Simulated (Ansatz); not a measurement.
Calculated with Ansatz (gas phase, PBE0-D4/def2-TZVP geometries, no zero-point term in ΔE). CCSD(T)/CBS adds triple-zeta CCSD(T) − MP2 to the extrapolated MP2 energy (def2 sets, frozen cores). This one scheme is used for every species. Functionals use def2-TZVPP. HSE06 is defined as in plane-wave codes. Elements past krypton have def2 core potentials. For As, Sn outer-core shells are correlated without core-valence functions, which leaves a few kJ/mol of doubt a bond. Scalar relativity is left out up to krypton. One conformer a species, not always the lowest.

Reaction (ligand exchange at the Sn–C bond): `F[CH2][SnH2][F]` + `[AsH3]` → `[F][SnH2][AsH2]` + `CF`

```csv
level,ΔE (kJ/mol),difference from CCSD(T)/CBS
PBE-D4,-93.2,1.6
BLYP-D4,-91.4,3.4
r2SCAN-D4,-93.4,1.4
HSE06-D4,-96.8,-2.0
ωB97X-V,-87.9,6.9
B2PLYP,-93.2,1.6
revPBE,-92.0,2.8
r2SCAN,-93.3,1.5
PBE0,-95.6,-0.8
MP2/def2-TZVPP,-94.3,0.5
CCSD/def2-TZVPP,-88.2,6.6
CCSD(T)/def2-TZVPP,-87.8,7.0
HF/def2-QZVPP,-96.7,-1.9
SCS-MP2/def2-QZVPP,-94.5,0.3
MP2/CBS(def2),-101.3,-6.5
CCSD/CBS(def2),-95.1,-0.3
CCSD(T)/CBS,-94.8,0
```

Largest T1 diagnostic among the species: 0.013.

From BLYP to BHLYP (50 % exact exchange), in def2-TZVPP and without D4, ΔE moves by −5.2 kJ/mol. At CCSD(T), def2-SVP lies +4.3 kJ/mol from the extrapolated value and def2-TZVPP +7.0 kJ/mol.
